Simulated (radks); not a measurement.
Q: Excited configurations of Ho2+: one electron is placed in a higher orbital outside [Xe] 4f10. The ground configuration is [Xe] 4f11. Calculated with a radial shooting solver on a logarithmic mesh with Libxc functionals: Dirac Kohn-Sham, PBE, spin-unpolarised, spherical densities, point nucleus; open shells are shared between the two j in proportion to 2j + 1. Excitation = E - E(ground); binding = E(ion) - E, where the ion is the core of charge +3; n* = 3/sqrt(2 binding) in atomic units, and the quantum defect is n - n*. Eigenvalue and <r> are those of j = l + 1/2.

outer orbital  excitation (eV)  binding (eV)     n*  quantum defect  eigenvalue (eV)  <r> (bohr)
5f                      17.972         7.905  3.936           1.064           -6.253       5.715
6s                       5.774        20.102  2.468           3.532          -16.782       3.206
7p                      17.425         8.452  3.806           3.194           -7.114       7.253
7f                      22.142         3.734  5.726           1.274           -3.168       14.86

Estimate the row for 5d.

A: excitation (eV) 5.949; binding (eV) 19.928; n* 2.479; quantum defect 2.521; eigenvalue (eV) -14.994; <r> (bohr) 2.341. The Delta-SCF ionisation energy is 25.877 eV (NIST Atomic Spectra Database: 22.79 eV, semi-empirical). Self-interaction in the functional shifts the binding energies and quantum defects, so they are the method's values and not measured ones. Spin polarisation and multiplet splitting are left out, so open shells lie too high by an amount that depends on their filling. Sharing an open shell by 2j + 1 raises it above the true ground level by a part of the spin-orbit splitting, which enters the differences from NIST.

Beside tabulated values, note that spin-unpolarised runs miss the spin-polarisation part of the exchange energy of open shells.
